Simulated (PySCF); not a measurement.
## Bond curve of MnI

Set-up: basis Mn x2c-TZVPPall, I x2c-TZVPPall; spin-free X2C with a Gaussian nucleus; PySCF 2.14. Energies in eV from Mn (3d5 4s2) + I in their ground configurations at the same level. State: ⁷Σ⁺ (septet), unpaired electrons σ ↑↑, π ↑↑, δ ↑↑.

All columns are r²SCAN. A positive dipole means Mn(−)I(+).

```
R (Å)  E (eV)  μ (D)  Mulliken charge on Mn (basis-dependent)  HOMO (eV)  LUMO (eV)  Mayer bond order   ⟨S²⟩
2.238  -2.337  -0.77                                     0.22      -4.50      -3.01              1.42  12.01
2.342  -2.775  -1.32                                     0.26      -4.71      -2.98              1.32  12.01
2.446  -3.006  -1.90                                     0.31      -4.91      -2.99              1.24  12.01
2.524  -3.081  -2.33                                     0.34      -5.04      -3.02              1.18  12.01
2.602  -3.095  -2.77                                     0.36      -5.17      -3.07              1.13  12.01
2.680  -3.063  -3.21                                     0.39      -5.29      -3.15              1.09  12.01
2.784  -2.968  -3.80                                     0.41      -5.43      -3.27              1.04  12.01
2.914  -2.793  -4.52                                     0.43      -5.57      -3.43              0.99  12.01
3.070  -2.539  -5.35                                     0.45      -5.68      -3.61              0.95  12.01
3.279  -2.172  -6.39                                     0.46      -5.49      -3.83              0.91  12.01
```

A fit through these points gives, at Re = 2.583 Å, μ = -2.67 D and dμ/dR = -5.64 D/Å; the reduced mass is 38.34 u.

Problem. How strong is the fundamental in the double-harmonic approximation, I = 42.26·(dμ/dR)²/μred km/mol?

Solution. I = 42.26·(-5.64)²/38.34 = 35.1 km/mol at r²SCAN.

The metal atom is held in its measured ground configuration; semilocal functionals can put another filling of s and d lower by some tenths of an eV, and De to that atom would be smaller. Spin–orbit coupling is left out, which matters for elements this heavy, above all for dissociation energies. With d or f electrons several states lie close, and the lowest PBE0 determinant need not be the measured ground state.
